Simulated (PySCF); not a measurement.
## Radial density of Hf⁺ (hafnium, charge +1)

r2SCAN, [Xe] 4f14 5d1 6s2, 2D determinant. All numbers are calculated (PySCF 2.14, the spin-free X2C one-electron Hamiltonian (Gaussian nucleus), in ANO-RCC-VTZP (8s7p5d3f2g1h, 104 functions)).

| r (bohr) | 4πr²ρ (e/bohr) | 4πr²(ρα − ρβ) |
| --- | --- | --- |
| 0.0195 | 89.64 | -0.0006 |
| 0.0327 | 94.83 | -0.0002 |
| 0.0551 | 131.0 | 0.0068 |
| 0.0926 | 103.6 | 0.0221 |
| 0.156 | 118.7 | 0.0161 |
| 0.262 | 67.10 | -0.0060 |
| 0.441 | 70.91 | 0.0299 |
| 0.741 | 30.46 | 0.0062 |
| 1.25 | 11.82 | 0.3049 |
| 2.10 | 2.629 | 0.4189 |
| 3.53 | 0.6697 | 0.1630 |
| 5.93 | 0.04842 | 0.0104 |
| 9.98 | 7.204e-05 | 0.0000 |

Densities and radii are taken from the X2C orbitals without a picture-change correction, which distorts them close to the nucleus.

⟨L²⟩ = 9.24 against 6 for a pure D term, so this real determinant mixes terms. Spin-orbit coupling, absent here, splits the open shell strongly. ⟨S²⟩ = 1.52 against 0.75 shows spin contamination. The s, p, d and f populations moved away from the nominal configuration during the SCF.

(1) Where is the radial spin density 4πr²(ρα − ρβ) most negative, and why is it negative at all?

Results:

(1) Around r = 0.262 bohr, down to -0.0060 e/bohr: exchange with the open shell polarises the paired shells in an unrestricted calculation.
